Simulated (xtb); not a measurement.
Cl$_{2}$MoO$_{2}$ (SMILES [O]=[Mo](=[O])([Cl])[Cl]), singlet, from a rough starting geometry (GFN-xTB shapes and energies of metal compounds can be far from the true ones); GFN2-xTB (xtb).

The xtb input:
```
$ xtb mol.xyz --gfn 2 --opt vtight --json

# file mol.xyz
5

Mo     0.10491040    -0.01292277    -0.01294764
O      1.33987809    -0.59083134    -0.98329959
O      0.62483470     0.17312272     1.60941024
Cl    -0.59851391     1.84433698    -0.73943230
Cl    -1.43162732    -1.47090255     0.02693464
```

The log (banner, timings and long lists left out):

```
   ID    Z sym.   atoms
    1   42 Mo     1
    2    8 O      2, 3
    3   17 Cl     4, 5

           -------------------------------------------------
          |                Calculation Setup                |
           -------------------------------------------------

           -------------------------------------------------
          |                 G F N 2 - x T B                 |
           -------------------------------------------------

          ...................................................
          :                      SETUP                      :
          :.................................................:
          :  # basis functions                  38          :
          :  # atomic orbitals                  35          :
          :  # shells                           13          :
          :  # electrons                        32          :
          :  max. iterations                   250          :
          :  Hamiltonian                  GFN2-xTB          :
          :  restarted?                      false          :
          :  GBSA solvation                  false          :
          :  PC potential                    false          :
          :  electronic temp.          300.0000000     K    :
          :  accuracy                    1.0000000          :
          :  -> integral cutoff          0.2500000E+02      :
          :  -> integral neglect         0.1000000E-07      :
          :  -> SCF convergence          0.1000000E-05 Eh   :
          :  -> wf. convergence          0.1000000E-03 e    :
          :  Broyden damping             0.4000000          :
          :  net charge                          0          :
          :  unpaired electrons                  0          :
          ...................................................

 iter      E             dE          RMSdq      gap      omega  full diag
   1    -19.2027763 -0.192028E+02  0.106E+01    3.27       0.0  T
   2    -19.1465178  0.562585E-01  0.983E+00    5.20       1.0  T
   3    -19.4628738 -0.316356E+00  0.393E+00    3.59       1.0  T
   4    -19.4532052  0.966858E-02  0.425E+00    3.46       1.0  T
   5    -19.4638566 -0.106513E-01  0.110E+00    3.61       1.0  T
   6    -19.4639999 -0.143358E-03  0.684E-01    3.58       1.0  T
   7    -19.4641660 -0.166117E-03  0.231E-01    3.57       1.0  T
   8    -19.4641377  0.283534E-04  0.231E-01    3.61       1.0  T
   9    -19.4642297 -0.920250E-04  0.921E-02    3.60       1.0  T
  10    -19.4642370 -0.728747E-05  0.112E-01    3.58       1.0  T
  11    -19.4642488 -0.118486E-04  0.334E-02    3.59       1.3  T
  12    -19.4642490 -0.185370E-06  0.122E-02    3.59       3.7  T
  13    -19.4642490  0.314385E-07  0.120E-02    3.59       3.7  T
  14    -19.4642493 -0.316250E-06  0.543E-03    3.59       8.2  T
  15    -19.4642493 -0.248855E-07  0.241E-03    3.59      18.5  T
  16    -19.4642494 -0.135602E-07  0.112E-03    3.59      40.0  T
  17    -19.4642494 -0.320295E-08  0.487E-04    3.59      91.9  T
  18    -19.4642494 -0.835705E-10  0.646E-04    3.59      69.2  T

   *** convergence criteria satisfied after 18 iterations ***

         :::::::::::::::::::::::::::::::::::::::::::::::::::::
         ::                     SUMMARY                     ::
         :::::::::::::::::::::::::::::::::::::::::::::::::::::
         :: total energy             -19.415390705424 Eh    ::
         :: gradient norm              0.081857745329 Eh/a0 ::
         :: HOMO-LUMO gap              3.588591169075 eV    ::
         ::.................................................::
         :: SCC energy               -19.464247865047 Eh    ::
         :: -> isotropic ES            0.121939627962 Eh    ::
         :: -> anisotropic ES          0.001475034043 Eh    ::
         :: -> anisotropic XC          0.001049024276 Eh    ::
         :: -> dispersion             -0.005340316643 Eh    ::
         :: repulsion energy           0.048857159623 Eh    ::
[...]
 * total energy  :   -19.4153907 Eh     change       -0.4470806E-09 Eh
 * total energy  :   -19.4202681 Eh     change       -0.4877403E-02 Eh
 * total energy  :   -19.4212018 Eh     change       -0.9336731E-03 Eh
 * total energy  :   -19.4214733 Eh     change       -0.2715502E-03 Eh
 * total energy  :   -19.4214810 Eh     change       -0.7691563E-05 Eh
 * total energy  :   -19.4214839 Eh     change       -0.2919285E-05 Eh
 * total energy  :   -19.4214859 Eh     change       -0.1959474E-05 Eh
 * total energy  :   -19.4214860 Eh     change       -0.7299795E-07 Eh
   *** GEOMETRY OPTIMIZATION CONVERGED AFTER 8 ITERATIONS ***
         :: total energy             -19.421485976942 Eh    ::
[...]
         7        2.0000           -0.5328276             -14.4990
         8        2.0000           -0.5305148             -14.4360
         9        2.0000           -0.5276291             -14.3575
        10        2.0000           -0.5236150             -14.2483
        11        2.0000           -0.5073380             -13.8054
        12        2.0000           -0.4865138             -13.2387
        13        2.0000           -0.4861526             -13.2289
        14        2.0000           -0.4850036             -13.1976
        15        2.0000           -0.4827005             -13.1349
        16        2.0000           -0.4695051             -12.7759 (HOMO)
        17                         -0.3403156              -9.2605 (LUMO)
        18                         -0.2826656              -7.6917
        19                         -0.2646621              -7.2018
        20                         -0.2184111              -5.9433
        21                         -0.2042384              -5.5576
        22                         -0.0460467              -1.2530
        23                         -0.0458769              -1.2484
        24                         -0.0453555              -1.2342
        25                         -0.0449521              -1.2232
        26                         -0.0441280              -1.2008
        27                         -0.0306062              -0.8328
       ...                                ...                  ...
        35                          0.5314267              14.4609
      -------------------------------------------------------------
                  HL-Gap            0.1291895 Eh            3.5154 eV
             Fermi-level           -0.4049103 Eh          -11.0182 eV

     #   Z          covCN         q      C6AA      α(0)
     1  42 Mo       3.288     1.009   341.870    44.486
     2   8 O        0.804    -0.458    22.910     6.416
     3   8 O        0.804    -0.458    22.910     6.416
     4  17 Cl       0.840    -0.046   100.539    15.339
     5  17 Cl       0.840    -0.046   100.534    15.339

 Mol. C6AA /au·bohr⁶  :       2232.306401
 Mol. C8AA /au·bohr⁸  :     132799.895868
 Mol. α(0) /au        :         87.995888

Wiberg/Mayer (AO) data.
largest (>0.10) Wiberg bond orders for each atom

 ---------------------------------------------------------------------------
     #   Z sym  total        # sym  WBO       # sym  WBO       # sym  WBO
 ---------------------------------------------------------------------------
     1  42 Mo   6.888 --     2 O    2.089     3 O    2.089     5 Cl   1.356
                             4 Cl   1.356
     2   8 O    2.380 --     1 Mo   2.089     3 O    0.108
     3   8 O    2.380 --     1 Mo   2.089     2 O    0.108
     4  17 Cl   1.634 --     1 Mo   1.356
     5  17 Cl   1.634 --     1 Mo   1.356
 ---------------------------------------------------------------------------

Topologies differ in total number of bonds
Writing topology from bond orders to xtbtopo.mol

molecular dipole:
                 x           y           z       tot (Debye)
 q only:       -1.176       0.218      -0.388
   full:       -1.472       0.273      -0.486       4.002
molecular quadrupole (traceless):
                xx          xy          yy          xz          yz          zz
 q only:       -0.075       1.269       3.298       0.789      -1.846      -3.223
  q+dip:       -1.483       1.604       3.834       0.003      -1.571      -2.351
   full:       -1.355       1.724       4.187       0.169      -1.823      -2.833

optimized geometry written to: xtbopt.xyz

           -------------------------------------------------
          | TOTAL ENERGY              -19.421485976942 Eh   |
          | GRADIENT NORM               0.000136282406 Eh/α |
          | HOMO-LUMO GAP               3.515424359998 eV   |
           -------------------------------------------------

normal termination of xtb
```
